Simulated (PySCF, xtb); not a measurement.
C3H4ClNSi, SMILES [Si@H]1(C=CN=C1)Cl.

Geometry optimised at r2SCAN-D4/def2-SVP. The structure was generated by enumeration; whether it is a known compound was not checked.

Calculation: IEF-PCM-M06-2X/def2-SVP (PySCF).

The values are the electrostatic part of the solvation free energy, E(continuum) − E(gas) at the gas-phase geometry, in a cavity of scaled van der Waals radii (PySCF's table); cavitation and dispersion terms are not included. In vacuum the orbital gap is 7.15 eV. The dipole moment in vacuum is 1.33 D.

| solvent | ε | ΔG(elec) (kcal/mol) | dipole (D) | gap (eV) |
|---|---|---|---|---|
| water | 78.36 | -3.9 | 1.76 | 7.24 |
| toluene | 2.37 | -1.8 | 1.51 | 7.20 |
| ethanol | 24.85 | -3.7 | 1.73 | 7.23 |

For comparison, GFN2-xTB/ALPB(water) (xtb, at the GFN2-xTB geometry, all terms of that model) gives -2.5 kcal/mol.
